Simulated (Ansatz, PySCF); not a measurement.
The pair A = CH5N (SMILES CN) (first 7 atoms), B = CH2O2 (SMILES O=CO); geometry from B3LYP-D3(BJ)/def2-TZVP.
(charge 0, multiplicity 1):
```xyz
12

C      0.195     0.646     0.155
N     -0.560    -0.442     0.793
H      0.986     0.958     0.836
H     -0.470     1.494    -0.012
H      0.647     0.364    -0.801
H      0.056    -1.224     0.990
H     -1.303    -0.778     0.191
O      1.198    -0.133     3.367
C      0.182     0.248     3.899
O     -1.003     0.354     3.324
H      0.137     0.558     4.954
H     -0.928     0.049     2.352
```

Frozen-core correlation.

Run with Ansatz (a first-principles code) with Gaussian orbitals; PySCF for the dispersion terms. 

The monomers are drawn apart, rigid, along the line of their centres of mass. Counterpoise-corrected interaction energies (kcal/mol):

```tsv
level	R = 3.730 Å	R = 4.400 Å
PBE/def2-TZVPPD	-9.0207	-4.3381
PBE-D3(BJ)/def2-TZVPPD	-9.9734	-4.8290
wB97M-V/def2-TZVPPD	-9.3756	-4.5269
CCSD(T)/aug-cc-pVDZ	-8.8592	-4.4092
```

Problem. R is the distance of the centres of mass. Find the local exponent m of E ∝ R⁻ᵐ between the two points.

Solution. 
m = ln(E₁/E₂)/ln(R₂/R₁): PBE/def2-TZVPPD 4.4; PBE-D3(BJ)/def2-TZVPPD 4.4; wB97M-V/def2-TZVPPD 4.4; CCSD(T)/aug-cc-pVDZ 4.2. For scale, two fixed dipoles give m = 3, dipole and quadrupole 4, quadrupoles 5, and dispersion or dipole-induced dipole 6 at long range; at these distances several terms mix, and what is left of overlap and damping shifts m, so it need not match one of them.
